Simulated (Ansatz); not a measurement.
Ansatz (an electronic-structure program) input (CCSD(T)/def2-TZVPPD):
A basis named .json is the Basis Set Exchange file of that set.

Ansatz 0.2 input:
```yaml
crystal:
  periodic: [false, false, false]
  atoms:
    - {symbol: Na, position_ang: [-0.00000000, -0.00000000, -0.86395243]}
    - {symbol: O, position_ang: [0.00000000, 0.00000000, 1.18793459]}
basis:
  gaussian:
    orbitals: def2-TZVPPD.json
magnetization: {spin_polarized: true, initial_magnetization: 1}
correlation: {method: ccsd_t, electrons: outside_noble_gas}
```

Output:

```
Functional definition: HF
integrals: 0.07 GiB planned
560 factors; integrals over basis functions are off by at most 9.0e-4 eV
mean field: 0.13 GiB planned
mean field evaluation 1: about -6439.3095 eV, gradient 2.1e1 eV
mean field evaluation 2: about -6439.3097 eV, gradient 2.1e1 eV
mean field evaluation 4: about -6440.9586 eV, gradient 1.1e0 eV
mean field evaluation 8: about -6440.9659 eV, gradient 1.6e-3 eV
mean field evaluation 16: about -6436.1878 eV, gradient 2.4e1 eV
mean field evaluation 32: about -6434.6635 eV, gradient 2.6e1 eV
mean field evaluation 64: about -6440.9353 eV, gradient 2.7e0 eV
mean field evaluation 96: about -6440.9640 eV, gradient 6.0e-1 eV
mean field evaluation 128: about -6439.4896 eV, gradient 2.8e-2 eV
mean field evaluation 160: about -6437.5929 eV, gradient 6.5e0 eV
mean field evaluation 192: about -6437.5413 eV, gradient 2.3e-1 eV
mean field evaluation 224: about -6437.5627 eV, gradient 1.0e-2 eV
mean field evaluation 256: about -6439.4891 eV, gradient 8.8e-2 eV
mean field evaluation 288: about -6438.5287 eV, gradient 1.4e-3 eV
mean field evaluation 320: about -6438.3008 eV, gradient 1.3e-1 eV
mean field evaluation 352: about -6437.5416 eV, gradient 3.8e-2 eV
mean field evaluation 384: about -6437.9078 eV, gradient 1.9e0 eV
mean field evaluation 416: about -6437.1253 eV, gradient 3.2e0 eV
mean field evaluation 448: about -6437.2692 eV, gradient 4.9e-4 eV
mean field evaluation 480: about -6437.0599 eV, gradient 4.0e0 eV
mean field evaluation 512: about -6435.9883 eV, gradient 3.4e-4 eV
mean field evaluation 544: about -6440.8977 eV, gradient 1.3e0 eV
mean field evaluation 576: about -6439.8538 eV, gradient 2.4e0 eV
mean field evaluation 608: about -6438.5287 eV, gradient 2.0e-3 eV
mean field evaluation 640: about -6437.4530 eV, gradient 7.1e-1 eV
mean field evaluation 672: about -6437.5347 eV, gradient 4.4e0 eV
mean field evaluation 704: about -6435.6297 eV, gradient 6.6e0 eV
mean field evaluation 736: about -6436.0347 eV, gradient 6.2e0 eV
mean field evaluation 768: about -6436.0712 eV, gradient 1.3e0 eV
mean field evaluation 800: about -6434.9660 eV, gradient 1.1e0 eV
mean field evaluation 832: about -6439.4867 eV, gradient 5.1e-1 eV
mean field evaluation 864: about -6440.9659 eV, gradient 4.0e-2 eV
mean field evaluation 896: about -6439.4309 eV, gradient 1.5e0 eV
mean field evaluation 928: about -6436.8713 eV, gradient 6.2e-1 eV
mean field evaluation 960: about -6440.6870 eV, gradient 2.4e-2 eV
mean field -6440.96591050 eV, -236.7011313674 hartree, gradient 5.3e-6 eV, S^2 0.761807; 17 other end points of the search recorded, 0 dependent functions left out
determinant -6440.96591050 eV, -236.7011313674 hartree, with singles and doubles -6446.89151892 eV, -236.9188934601 hartree
determinant -6440.68818905 eV, -236.6909252922 hartree, with singles and doubles -6446.62674084 eV, -236.9091630453 hartree
determinant -6439.48960984 eV, -236.6468783189 hartree, with singles and doubles -6443.84794116 eV, -236.8070440405 hartree
determinant -6438.52873307 eV, -236.6115667487 hartree, with singles and doubles -6443.17427773 eV, -236.7822873661 hartree
determinant -6438.30132728 eV, -236.6032097402 hartree, with singles and doubles -6442.94300966 eV, -236.7737884215 hartree
determinant -6437.56272726 eV, -236.5760666899 hartree, with singles and doubles -6441.92514497 eV, -236.7363825840 hartree
determinant -6437.54139003 eV, -236.5752825613 hartree, with singles and doubles -6442.12827197 eV, -236.7438473634 hartree
determinant -6437.47567791 eV, -236.5728676855 hartree, with singles and doubles -6441.85946160 eV, -236.7339687647 hartree
determinant -6440.96591050 eV, -236.7011313674 hartree, with singles and doubles -6446.89026550 eV, -236.9188473980 hartree
determinant -6440.68818905 eV, -236.6909252922 hartree, with singles and doubles -6446.63256016 eV, -236.9093769014 hartree
6 core orbitals not correlated
reference -6440.96591050 eV, -236.7011313674 hartree; 4, 3 occupied and 65, 66 virtual orbitals, 560 factors
second order -5.66166590 eV of doubles, -0.00000000 eV of singles
coupled cluster: 0.23 GiB planned
cycle   1  -5.92435607 eV  change   -1.1e-6 eV  update   4.6e-6
perturbative correction -0.19413806 eV, -0.0071344421 hartree
Total energy: -6447.08440463 eV, -236.9259818793 hartree
```
